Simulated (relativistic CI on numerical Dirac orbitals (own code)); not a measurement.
Radial Dirac CI calculation of Ir VII: levels, rates and radial parameters.

Command:

```sh
python run_levels.py task.json out
```

Input:

```
atom Ir  Z=77  charge=6  electrons=71
nucleus A=193  rms_radius_fm=5.4032
hamiltonian dirac-coulomb  breit=on  qed=on  c_scale=1
orbitals kli  potential=per-configuration
slater_scale 1
correlation none
mixing on
configurations
  [Xe] 4f14 5d3
  [Xe] 4f14 5d2 6s
  [Xe] 4f14 5d2 5f
  [Xe] 4f14 5d2 6p
  [Kr] 4d10 4f14 5s2 5p5 5d4
  [Xe] 4f14 5d 6s2
  [Xe] 4f14 5d2 5g
  [Xe] 4f14 5d 5f2
  [Xe] 4f14 5d2 6d
  [Xe] 4f14 5d 6s 6p
  [Xe] 4f14 5d2 7s
  [Kr] 4d10 4f14 5s2 5p4 5d5
  [Xe] 4f14 5d2 7p
  [Xe] 4f14 5d 5g2
  [Xe] 4f14 5d2 6f
  [Xe] 4f14 5d2 7d
  [Kr] 4d10 4f14 5s2 5p5 5d3 5f
  [Xe] 4f14 5d 6p2
  [Xe] 4f14 5d2 8s
  [Xe] 4f14 5d 5f 6s
end
```

Hardware: one thread of Intel Xeon Platinum 8375C, on a shared host. Rates were computed among at most 200 levels.

Problem. How large is the problem, and how long does it take?

Solution. 2760 determinants at the lowest M give 2760 levels; 196 SCF iterations in all; about 5.5 s of CPU and 0.14 GiB at the peak.
